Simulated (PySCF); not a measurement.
HNP, SMILES P#[NH+], charge +1. Atoms are numbered in the order given.

```xyz
3

N      0.0000     0.0000     0.9000
P      0.0000     0.0000    -0.5476
H      0.0000     0.0000     1.9143
```
Charge +1, spin multiplicity 1.

The structure is a stationary point at ωB97X-D3(BJ)/def2-TZVPD. The isomer is the one that the SMILES or the coordinates give; other isomers of the formula were not compared.

Method: TDA-ωB97X/def2-TZVPD (PySCF).

Vertical excitations; the highest root listed may be one member of a degenerate set. Isolated molecule, no solvent. State labels are in the subgroup C2v.

Question: Estimate the UV-visible absorptions. (An estimate is asked for; the answer gives what the named calculation found.)

Answer: 
```tsv
state	symmetry	energy (eV)	λ (nm)	f	main pairs
S1	A2	5.66	219	0.000	HOMO−1→LUMO+1 50 %, HOMO→LUMO 50 %
S2	A1	5.99	207	0.000	HOMO−1→LUMO, HOMO→LUMO+1 (degenerate set)
S3	A2	5.99	207	0.000	HOMO→LUMO, HOMO−1→LUMO+1 (degenerate set)
S4	B1	8.60	144	0.093	HOMO−2→LUMO (degenerate set)
S5	B2	8.60	144	0.093	HOMO−2→LUMO+1 (degenerate set)
S6	A1	10.32	120	0.383	HOMO→LUMO+1 36 %, HOMO−1→LUMO 36 %, HOMO−2→LUMO+2 18 %
S7	B1	10.93	113	0.097	HOMO−1→LUMO+2 (degenerate set)
S8	B2	10.93	113	0.097	HOMO→LUMO+2 (degenerate set)
S9	B1	12.90	96	0.048	HOMO−1→LUMO+3, HOMO−1→LUMO+4 (degenerate set)
S10	B2	12.90	96	0.048	HOMO→LUMO+3, HOMO→LUMO+4 (degenerate set)
T1	A1	4.51	275	0	HOMO−1→LUMO 49 %, HOMO→LUMO+1 49 %
T2	A1	5.04	246	0	HOMO→LUMO+1, HOMO−1→LUMO (degenerate set)
T3	A2	5.04	246	0	HOMO−1→LUMO+1, HOMO→LUMO (degenerate set)
T4	A2	5.66	219	0	HOMO→LUMO 50 %, HOMO−1→LUMO+1 50 %
```
Triplets are in the Tamm–Dancoff approximation.
